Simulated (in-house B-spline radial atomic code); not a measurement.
# Ionising Sb7+ with different functionals

Computed with an all-electron radial atomic-structure program (B-spline basis): four-component Dirac-Coulomb Hamiltonian, Fermi nucleus of rms radius 4.6802 fm, spin-restricted, spherical fractional occupations for the functionals. The ionisation energy is the difference of two self-consistent energies, [Kr] 4d8 → [Kr] 4d7, without Breit or QED terms; ε is the level of the shell that loses the electron (mean over j). The electron is taken from both j subshells in proportion to 2j + 1, so the result is a j average, not the step between ground levels.

Hybrids are left out here: with spherical fractional occupations of an open shell their exact exchange keeps a self-interaction that integer-occupation calculations don't have.

```csv
method,rung,ΔSCF (eV),-ε(4d) (eV)
LDA VWN5,LDA,142.78,131.70
relativistic LDA,LDA,142.79,131.71
LDA PW92,LDA,?,?
LDA exchange-only,LDA,140.75,129.69
PBE,GGA,142.62,131.54
PBEsol,GGA,142.57,131.48
BLYP,GGA,142.39,131.31
RPBE,GGA,?,?
PW91,GGA,142.73,131.64
BP86,GGA,142.68,131.59
AM05,GGA,142.58,131.49
OLYP,GGA,143.18,132.07
```

Q: What does LDA PW92 give?

A: ΔSCF 142.77 eV, and -ε(4d) = 131.69 eV.

Q: What does RPBE give?

A: ΔSCF 142.58 eV, and -ε(4d) = 131.49 eV.

Q: How do they compare with the NIST value?

A: NIST lists 139 eV ± 2.1 (tabulated theory, ground level to ground level). Errors run from +1.75 to +4.18 eV; all lie within about twice that uncertainty, so the table can't rank the methods.
